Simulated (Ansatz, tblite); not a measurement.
Removing and adding an electron: NbOCl3 (NbCl₃O). The state is a singlet with charge 0. Geometry: PBE-D4/def2-SVP. Ansatz, gas phase; energy differences of separate SCF runs; the oxidised species was run as a doublet alone; the reduced species was run as a doublet alone.

Cartesian coordinates in Å:
```
Nb -0.0623 -0.0402 -0.0030
O -1.4888 -0.9597 -0.0723
Cl -0.5582 2.0615 -0.7775
Cl 1.4919 -1.0766 -1.3347
Cl 0.6175 0.0150 2.1874
```

In the def2 sets Nb takes a core potential; there is no spin–orbit coupling. The xTB rows come from tblite. HOMO above LUMO, or a gap near zero within one spin, warns that the state may not be the lowest or that an electron is smeared out.

| level | −HOMO (eV) | vertical IE (eV) | −LUMO (eV) | vertical EA (eV) | HOMO–LUMO gap (eV) | IE − EA (eV) | remarks |
| --- | --- | --- | --- | --- | --- | --- | --- |
| GFN1-xTB | 13.30 | 15.48 | 10.39 | 7.85 | 2.91 | 7.63 | – |
| PBE-D4/def2-TZVPD | 8.41 | – | 4.19 | 1.43 | 4.22 | – | HOMO above zero (-1 doublet) |
| PBE0-D4/def2-TZVP | 9.84 | 11.73 | 3.48 | – | 6.36 | – | – |
| PBE0-D4/def2-TZVPD | 9.84 | – | 3.49 | 1.80 | 6.35 | – | – |

Estimate the rows for GFN2-xTB, r2SCAN-D4/def2-TZVP, r2SCAN-D4/def2-TZVPD.


| level | −HOMO (eV) | vertical IE (eV) | −LUMO (eV) | vertical EA (eV) | HOMO–LUMO gap (eV) | IE − EA (eV) | remarks |
| --- | --- | --- | --- | --- | --- | --- | --- |
| GFN2-xTB | 12.76 | 15.33 | 9.57 | 6.98 | 3.18 | 8.35 | – |
| r2SCAN-D4/def2-TZVP | 8.78 | 11.42 | 4.15 | – | 4.63 | – | gap within one spin near zero (+1 doublet) |
| r2SCAN-D4/def2-TZVPD | 8.77 | – | 4.14 | 1.55 | 4.63 | – | HOMO above zero (-1 doublet) |

Run but left out: PBE-D4/def2-TZVP (charge +1 doublet: an occupied level 0.03 eV above an empty one).   A HOMO above zero means that the electron is unbound at that level or that self-interaction error raises the level; the energy of removing that electron tells which. Raw xTB energy differences between charge states are shifted by several eV; the methods need an empirical correction for them.
